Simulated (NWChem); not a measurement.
System: C₄H₇Cl; SMILES C1(CCl)CC1

NWChem input:

```
start job
memory heap 200 mb stack 900 mb global 1100 mb
geometry units angstroms noautosym nocenter noautoz
  Cl    -0.347062     1.619696     0.000000
  C      1.056273     0.506820     0.000000
  C      0.675858    -0.950629     0.000000
  C     -0.507332    -1.478557     0.751135
  C     -0.507332    -1.478557    -0.751135
  H      1.648542     0.757271     0.891899
  H      1.648542     0.757271    -0.891899
  H      1.569647    -1.586355     0.000000
  H     -0.400163    -2.430062     1.278268
  H     -1.151560    -0.747844     1.247551
  H     -1.151560    -0.747844    -1.247551
  H     -0.400163    -2.430062    -1.278268
end
basis spherical
  Cl library 6-31g*
  C library 6-31g*
  H library 6-31g*
end
dft
  xc hfexch
  iterations 150
end
property
  shielding 8 1 2 3 4 6 8 9 10
  efieldgrad
end
task dft property
```

NWChem printed, in part:

```
             Northwest Computational Chemistry Package (NWChem) 7.3.0
             --------------------------------------------------------

                             Geometry "geometry" -> ""
                             -------------------------

 Output coordinates in angstroms (scale by  1.889725989 to convert to a.u.)

  No.       Tag          Charge          X              Y              Z
 ---- ---------------- ---------- -------------- -------------- --------------
    1 Cl                  17.0000    -0.34706200     1.61969600     0.00000000
    2 C                    6.0000     1.05627300     0.50682000     0.00000000
    3 C                    6.0000     0.67585800    -0.95062900     0.00000000
    4 C                    6.0000    -0.50733200    -1.47855700     0.75113500
    5 C                    6.0000    -0.50733200    -1.47855700    -0.75113500
    6 H                    1.0000     1.64854200     0.75727100     0.89189900
    7 H                    1.0000     1.64854200     0.75727100    -0.89189900
    8 H                    1.0000     1.56964700    -1.58635500     0.00000000
    9 H                    1.0000    -0.40016300    -2.43006200     1.27826800
   10 H                    1.0000    -1.15156000    -0.74784400     1.24755100
   11 H                    1.0000    -1.15156000    -0.74784400    -1.24755100
   12 H                    1.0000    -0.40016300    -2.43006200    -1.27826800

 Effective nuclear repulsion energy (a.u.)     220.2333707217

  xc_inp: hfexch multiplicative factor not found.
                              NWChem Property Module
                              ----------------------

  itol2e modified to match energy
  convergence criterion.

                                 NWChem DFT Module
                                 -----------------

 Summary of "ao basis" -> "ao basis" (spherical)
 ------------------------------------------------------------------------------
       Tag                 Description            Shells   Functions and Types
 ---------------- ------------------------------  ------  ---------------------
 Cl                          6-31g*                  8       18   4s3p1d
 C                           6-31g*                  6       14   3s2p1d
 H                           6-31g*                  2        2   2s

  itol2e modified to match energy
  convergence criterion.

            General Information
            -------------------
          SCF calculation type: DFT
          Wavefunction type:  closed shell.
          No. of atoms     :    12
          No. of electrons :    48
           Alpha electrons :    24
            Beta electrons :    24
          Charge           :     0
          Spin multiplicity:     1
          Use of symmetry is: off; symmetry adaption is: off
          Maximum number of iterations: 150
          AO basis - number of functions:    88
                     number of shells:    46
          Convergence on energy requested:  1.00D-07
          Convergence on density requested:  1.00D-05
          Convergence on gradient requested:  5.00D-04

              XC Information
              --------------
                     Hartree-Fock (Exact) Exchange  1.000

      Superposition of Atomic Density Guess
      -------------------------------------

 Sum of atomic energies:        -613.57922708

      Non-variational initial energy
      ------------------------------

 Total energy =    -616.724508
 1-e energy   =   -1278.131466
 2-e energy   =     441.173587
 HOMO         =      -0.309200
 LUMO         =       0.076047

   convergence    iter        energy       DeltaE   RMS-Dens  Diis-err
 ---------------- ----- ----------------- --------- --------- ---------
 d= 0,ls=0.0,diis     1   -614.9324732493 -8.35D+02  6.04D-03  3.28D-01
 d= 0,ls=0.0,diis     2   -614.9840585144 -5.16D-02  2.32D-03  5.08D-02
 d= 0,ls=0.0,diis     3   -614.9905626588 -6.50D-03  8.72D-04  6.19D-03
 d= 0,ls=0.0,diis     4   -614.9915829517 -1.02D-03  1.53D-04  8.42D-05
 d= 0,ls=0.0,diis     5   -614.9916001504 -1.72D-05  6.85D-05  9.98D-06
  Resetting Diis
 d= 0,ls=0.0,diis     6   -614.9916027716 -2.62D-06  2.18D-05  8.96D-07
 d= 0,ls=0.0,diis     7   -614.9916030450 -2.73D-07  4.95D-06  9.00D-08
 d= 0,ls=0.0,diis     8   -614.9916030712 -2.62D-08  2.44D-06  1.87D-08

         Total DFT energy =     -614.991603071159
      One electron energy =    -1281.641574770636
           Coulomb energy =      497.247277010100
    Exchange-Corr. energy =      -50.830676032295
 Nuclear repulsion energy =      220.233370721672

 Numeric. integr. density =        0.000000000000

                       DFT Final Molecular Orbital Analysis
                       ------------------------------------

 Vector   22  Occ=2.000000D+00  E=-4.388725D-01
              MO Center= -2.3D-01,  8.6D-01,  8.8D-12, r^2= 3.1D+00
   Bfn.  Coefficient  Atom+Function         Bfn.  Coefficient  Atom+Function
  ----- ------------  ---------------      ----- ------------  ---------------
     8      0.522432   1 Cl py                7      0.347150   1 Cl px
    12      0.305150   1 Cl py               11      0.206425   1 Cl px
     4     -0.201523   1 Cl py               38      0.144438   3 C  s
    51      0.141325   4 C  pz               65     -0.141325   5 C  pz
     3     -0.133938   1 Cl px               36      0.117642   3 C  py

 Vector   23  Occ=2.000000D+00  E=-4.220365D-01
              MO Center= -2.1D-01, -7.8D-01,  5.9D-13, r^2= 3.1D+00
   Bfn.  Coefficient  Atom+Function         Bfn.  Coefficient  Atom+Function
  ----- ------------  ---------------      ----- ------------  ---------------
     7      0.240116   1 Cl px               51     -0.240577   4 C  pz
    65      0.240577   5 C  pz               49     -0.216202   4 C  px
    63     -0.216202   5 C  px               35      0.193975   3 C  px
     8      0.172724   1 Cl py               55     -0.162947   4 C  pz
    69      0.162947   5 C  pz               39      0.160227   3 C  px

 Vector   24  Occ=2.000000D+00  E=-4.077834D-01
              MO Center=  1.6D-01, -2.9D-01, -6.3D-14, r^2= 3.5D+00
   Bfn.  Coefficient  Atom+Function         Bfn.  Coefficient  Atom+Function
  ----- ------------  ---------------      ----- ------------  ---------------
     9      0.353171   1 Cl pz               37      0.332671   3 C  pz
    13      0.223258   1 Cl pz               49      0.218201   4 C  px
    63     -0.218201   5 C  px               41      0.214114   3 C  pz
    23     -0.176504   2 C  pz               53      0.152028   4 C  px
    67     -0.152028   5 C  px               76     -0.141891   6 H  s

 Vector   25  Occ=0.000000D+00  E= 2.030175D-01
              MO Center=  3.3D-01,  1.1D+00, -6.9D-13, r^2= 3.5D+00
   Bfn.  Coefficient  Atom+Function         Bfn.  Coefficient  Atom+Function
  ----- ------------  ---------------      ----- ------------  ---------------
    24      1.672076   2 C  s                11     -0.831926   1 Cl px
    10     -0.803935   1 Cl s                12      0.643560   1 Cl py
    26      0.607199   2 C  py               25     -0.535273   2 C  px
    76     -0.429940   6 H  s                78     -0.429940   7 H  s
    40     -0.256484   3 C  py               52     -0.255973   4 C  s

 Vector   26  Occ=0.000000D+00  E= 2.293253D-01
              MO Center=  7.9D-01, -1.5D+00, -1.1D-12, r^2= 5.3D+00
   Bfn.  Coefficient  Atom+Function         Bfn.  Coefficient  Atom+Function
  ----- ------------  ---------------      ----- ------------  ---------------
    80      1.266582   8 H  s                38     -0.852615   3 C  s
    82      0.842909   9 H  s                88      0.842909  12 H  s
    24     -0.791984   2 C  s                76      0.583267   6 H  s
    78      0.583267   7 H  s                52     -0.525825   4 C  s
    66     -0.525825   5 C  s                39     -0.470332   3 C  px

 Vector   27  Occ=0.000000D+00  E= 2.706235D-01
              MO Center=  7.6D-01,  5.5D-03, -6.8D-12, r^2= 6.1D+00
   Bfn.  Coefficient  Atom+Function         Bfn.  Coefficient  Atom+Function
  ----- ------------  ---------------      ----- ------------  ---------------
    24      1.306846   2 C  s                76     -1.185748   6 H  s
    78     -1.185748   7 H  s                25      1.009088   2 C  px
    82      0.624066   9 H  s                88      0.624066  12 H  s
    84     -0.588092  10 H  s                86     -0.588092  11 H  s
    54      0.435911   4 C  py               68      0.435911   5 C  py

     Multipole analysis of the density
     ---------------------------------

[...]

          -----------------------------------------
          Chemical Shielding Tensors (GIAO, in ppm)
          -----------------------------------------

                                NWChem CPHF Module
                                ------------------

  scftype          =     RHF
  nclosed          =       24
  nopen            =        0
  variables        =     1536
  # of vectors     =        3
  tolerance        = 0.10D-03
  level shift      = 0.00D+00
  max iterations   =       50
  max subspace     =       30

 SCF residual:    9.5300819338835086E-005

Iterative solution of linear equations
  No. of variables     1536
  No. of equations        3
  Maximum subspace       30
        Iterations       50
       Convergence  1.0D-04

   iter   nsub   residual    time
   ----  ------  --------  ---------
     1      3    1.03D+00      50.9
     2      6    1.27D-01      53.4
     3      9    1.94D-02      55.7
     4     12    6.03D-03      58.1
     5     15    1.14D-03      60.4
     6     18    1.49D-04      62.8
     7     21    2.50D-05      65.1

      Atom:    1  Cl
        Diamagnetic
   1147.6777     -6.2458      0.0000
     -6.2458   1149.5317      0.0000
      0.0000      0.0000   1140.4025

        Paramagnetic
   -108.8186    -77.3174      0.0000
    -77.3174   -127.1165      0.0000
      0.0000      0.0000   -212.0989

        Total Shielding Tensor
   1038.8591    -83.5633      0.0000
    -83.5633   1022.4152      0.0000
      0.0000      0.0000    928.3036

           isotropic =     996.5260
          anisotropy =     177.1169

          Principal Components and Axis System
                 1           2           3
             1114.6039    946.6704    928.3036

      1         0.7409      0.6716     -0.0000
      2        -0.6716      0.7409     -0.0000
      3         0.0000      0.0000      1.0000

      Atom:    2  C
        Diamagnetic
    248.9697     -2.2044     -0.0000
     -2.2044    258.3492     -0.0000
     -0.0000     -0.0000    238.3368

        Paramagnetic
    -74.7388     -8.6412     -0.0000
     -8.6412    -85.8939     -0.0000
     -0.0000     -0.0000   -110.0234

        Total Shielding Tensor
    174.2309    -10.8456     -0.0000
    -10.8456    172.4553     -0.0000
     -0.0000     -0.0000    128.3134

           isotropic =     158.3332
          anisotropy =      38.8377

          Principal Components and Axis System
                 1           2           3
              184.2250    162.4612    128.3134

      1         0.7354      0.6776      0.0000
      2        -0.6776      0.7354      0.0000
      3         0.0000      0.0000      1.0000

      Atom:    3  C
        Diamagnetic
    247.3448      6.7771      0.0000
      6.7771    253.6183     -0.0000
      0.0000     -0.0000    241.5183

        Paramagnetic
    -74.7889    -31.4237     -0.0000
    -31.4237    -23.7002     -0.0000
     -0.0000     -0.0000    -64.3443

        Total Shielding Tensor
    172.5559    -24.6466     -0.0000
    -24.6466    229.9182     -0.0000
     -0.0000     -0.0000    177.1740

           isotropic =     193.2160
          anisotropy =      68.7558

          Principal Components and Axis System
                 1           2           3
              239.0532    177.1740    163.4208

      1        -0.3475     -0.0000      0.9377
      2         0.9377     -0.0000      0.3475
      3         0.0000      1.0000      0.0000

      Atom:    4  C
        Diamagnetic
    247.7840      4.5073     -3.6363
      4.5073    245.3095     -2.7426
     -3.6363     -2.7426    252.5340

        Paramagnetic
    -54.6620    -17.3116     11.4369
    -17.3116    -18.9802      3.9707
     11.4369      3.9707    -72.1955

        Total Shielding Tensor
    193.1221    -12.8043      7.8007
    -12.8043    226.3294      1.2282
      7.8007      1.2282    180.3385

           isotropic =     199.9300
          anisotropy =      46.2008

          Principal Components and Axis System
                 1           2           3
              230.7305    193.3815    175.6780

      1        -0.3273      0.8076     -0.4906
      2         0.9445      0.2948     -0.1448
      3        -0.0276      0.5108      0.8593

      Atom:    5  H
        Diamagnetic
     31.2837      1.8560      8.1197
      1.8560     26.7756      3.0606
      8.1197      3.0606     30.6554

        Paramagnetic
      0.2730     -1.3945     -2.2656
     -1.3945      1.8296     -1.2952
     -2.2656     -1.2952     -3.7600

        Total Shielding Tensor
     31.5567      0.4615      5.8541
      0.4615     28.6052      1.7654
      5.8541      1.7654     26.8954

           isotropic =      29.0191
          anisotropy =      10.1614

          Principal Components and Axis System
                 1           2           3
               35.7934     28.5887     22.6752

      1         0.8024     -0.2717     -0.5314
      2         0.1904      0.9604     -0.2034
      3         0.5657      0.0620      0.8223

      Atom:    6  H
        Diamagnetic
     35.9201     -7.2872      0.0000
     -7.2872     31.3414     -0.0000
      0.0000     -0.0000     22.2559

        Paramagnetic
      1.0432      0.7391      0.0000
      0.7391      2.9447      0.0000
      0.0000      0.0000      2.0622

        Total Shielding Tensor
     36.9633     -6.5481      0.0000
     -6.5481     34.2861      0.0000
      0.0000      0.0000     24.3182

           isotropic =      31.8559
          anisotropy =      15.6785

          Principal Components and Axis System
                 1           2           3
               42.3082     28.9412     24.3182

      1         0.7747      0.6323     -0.0000
      2        -0.6323      0.7747     -0.0000
      3         0.0000      0.0000      1.0000

      Atom:    7  H
        Diamagnetic
     23.7050      0.3502     -0.5941
      0.3502     35.9519     -8.4217
     -0.5941     -8.4217     29.8406

        Paramagnetic
      2.7597     -0.6792      0.1560
     -0.6792      2.1820      1.0266
      0.1560      1.0266      1.7731

        Total Shielding Tensor
     26.4647     -0.3290     -0.4382
     -0.3290     38.1339     -7.3951
     -0.4382     -7.3951     31.6137

           isotropic =      32.0708
          anisotropy =      16.3274

          Principal Components and Axis System
                 1           2           3
               42.9557     27.1990     26.0576

      1        -0.0022     -0.5971      0.8021
      2         0.8377      0.4370      0.3276
      3        -0.5461      0.6727      0.4993

      Atom:    8  H
        Diamagnetic
     28.8511     -3.7068     -6.8132
     -3.7068     30.5437      2.6915
     -6.8132      2.6915     28.1884

        Paramagnetic
      1.7805      0.0157      0.9971
      0.0157      3.3391     -0.6115
      0.9971     -0.6115      2.5537

        Total Shielding Tensor
     30.6316     -3.6911     -5.8161
     -3.6911     33.8828      2.0800
     -5.8161      2.0800     30.7421

           isotropic =      31.7522
          anisotropy =      11.6304

          Principal Components and Axis System
                 1           2           3
               39.5058     31.0528     24.6979

      1        -0.5993      0.3113      0.7375
      2         0.5925      0.7920      0.1471
      3         0.5383     -0.5252      0.6591
```

Level: Hartree-Fock/6-31G* (spherical d), GIAO. All runs use the structure optimised with PBE0/def2-SVP. Not confirmed as a minimum by frequencies. NWChem prints the field gradient with the sign opposite to the second derivative of the potential. The output numbers the shielded atoms by their place in the input's list. The printed shielding anisotropy is the first printed principal value minus the mean of the other two.
